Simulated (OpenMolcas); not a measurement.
**Levels of W²⁺ by method**

```yaml
Program: OpenMolcas 26.06
Basis: ANO-RCC-VTZP [8s7p5d3f2g1h]
Scalar_Hamiltonian: DKH2, point nucleus
Active_space: 4 electrons in 9 orbitals (RAS2 5d 6s; RAS3 6p, at most 2 electrons)
State_averaging: 2S+1 = 5 even, 15 roots; 2S+1 = 3 even, 90 roots kept (CI in the orbitals of an earlier block); 2S+1 = 1 even, 89 roots kept (CI in the orbitals of an earlier block); 2S+1 = 5 odd, 60 roots (21 in the spin-orbit step); 2S+1 = 3 odd, 78 roots kept (CI in the orbitals of an earlier block, 5 in the spin-orbit step); 2S+1 = 1 odd, 84 roots kept (CI in the orbitals of an earlier block, 0 in the spin-orbit step)
Spin-orbit_coupling: RASSI with atomic mean-field integrals over the reference wave functions, term energies averaged over their components
```

Methods on the same reference wave functions:
A. RASSCF
B. SS-RASPT2, IPEA 0.25 Eh, imaginary shift 0.1 Eh (closed shells correlated: 5s 5p)
C. MS-RASPT2, IPEA 0.25 Eh, imaginary shift 0.1 Eh (closed shells correlated: 5s 5p)

Energies in cm-1 above 5d4 5D0, the measured ground level; measured values from NIST levels as listed in McCann et al., Mon. Not. R. Astron. Soc. 538, 537 (2025).

| Level | A | B | C | Measured |
| --- | --- | --- | --- | --- |
| 5d4 5D0 [64 %] | 0.0 | 0.0 | 0.0 | 0.0 |
| 5d4 5D1 | 2115 | 2520 | 2520 | 2256 |
| 5d4 5D2 | 4383 | 4970 | 4970 | 4461 |
| 5d4 5D3 | 6370 | 6930 | 6930 | 6278 |
| 5d4 5D4 | 8038 | 8390 | 8390 | 7687 |
| 5d3 6s 5F1 | 11790 | 11600 | 11600 | 10969 |
| 5d4 3P0 [59 %] | 11821 | 10910 | 10910 | 9904 |
| 5d3 6s 5F2 | 13308 | 13100 | 13100 | 12427 |
| 5d4 3P1 | 15143 | 13980 | 13980 | 12881 |
| 5d3 6s 5F3 | 15650 | 15580 | 15580 |  |
| 5d4 3H4 [50 %] | 16709 | 15400 | 15400 |  |
| 5d4 3F2 [68 %] | 16859 | 15220 | 15220 |  |
| 5d3 6s 5F4 | 18280 | 18160 | 18160 |  |
| 5d4 3P2 [71 %] | 19543 | 17970 | 17970 |  |
| 5d4 3H5 [57 %] | 19896 | 18700 | 18700 |  |
| 5d3 6s 5F5 [67 %] | 20888 | 20520 | 20520 |  |
| 5d4 3H6 | 21869 | 20490 | 20490 |  |
| 5d4 3G4 [51 %] | 24257 | 22540 | 22540 |  |
| 5d3 6s 5P1 | 25875 | 24280 | 24280 |  |
| 5d4 3D3 [72 %] | 26686 | 24300 | 24300 |  |
| 5d4 3G5 [65 %] | 26710 | 25350 | 25350 |  |
| 5d4 3D1 | 28518 | 26180 | 26180 |  |
| 5d3 6s 5P3 | 30151 | 28770 | 28770 |  |
| 5d4 1I6 | 31035 | 28790 | 28790 |  |

Deviations, from unrounded energies. A percentage is the sum of absolute deviations over the sum of measured energies, with the sign that they share, or ± where signs differ.

```
                        Against measurement  Levels      A      B      C
             mean absolute deviation (cm-1)       8    820    690    690
      fine structure of the ground term (%)       4   ±3.2  +10.3  +10.3
other terms of the ground configuration (%)       2  +18.3   +9.3   +9.3
                   other configurations (%)       2   +7.3   +5.6   +5.6
```

B, C lie about equally close to measurement and A furthest from it. The largest miss of C in the table is 5d4 3P1, by +1100 cm-1. The ranking rests on the paired levels alone, and a cruder setting can come out closer through cancelling errors.

Between B and C no level of the table moves by more than 5 cm-1.

The two smallest mean deviations differ by little beside CASPT2's spread within terms, so their order carries little weight.

From A to B the spin-free energies of the other terms of 5d4 shown, above 5D, scale by factors of 0.78 to 0.86, as is usual when dynamic correlation screens the repulsion within a d or f shell.

The lowest spin-free term lies below A's lowest term by 0.273 hartree in B, 0.273 hartree in C.

CASPT2 does not keep the components of a term degenerate, so their means are used; among the terms shown or strongly mixed into the levels shown the widest spread is 670 cm-1 (5d3 6s 5F, C). Some high roots are left out of the spin-orbit mixing, which shifts the levels that they would mix with. Terms from blocks run as CI alone lack orbitals of their own. Configurations are named by rounded mean occupations; where the s occupation lies near a half they are strongly mixed, a name can repeat and a true partner stay unpaired. A single d shell beside an s shell can misplace configurations of different d count against each other. Without dynamic correlation excited terms often stand tens of per cent too high (terms of higher spin than the ground term too low), and those without a measured partner can miss by more than the paired ones (holds for A). Blocks of more than 70 roots (2S+1 = 3 even, 1 even) ran without multistate coupling (holds for C). The CASPT2 spread within a term exceeds the gap to the next term for 5d3 6s 5F and 5d4 3F, so the order of their levels is uncertain, and so are names and mixing where such terms share a J (holds for C). Measured partners are found by configuration, term and J. A level has none where our copy of the source lacks it or the pairing is in doubt (some pairs that miss far off the trend of their configuration count as doubtful), and it then counts in no deviation. Only configurations of the active space appear. Levels that lie high or do not pair safely by name in every column are left out.

A share in square brackets marks a mixed level and gives the weight of the term that names it, the lowest over the columns.
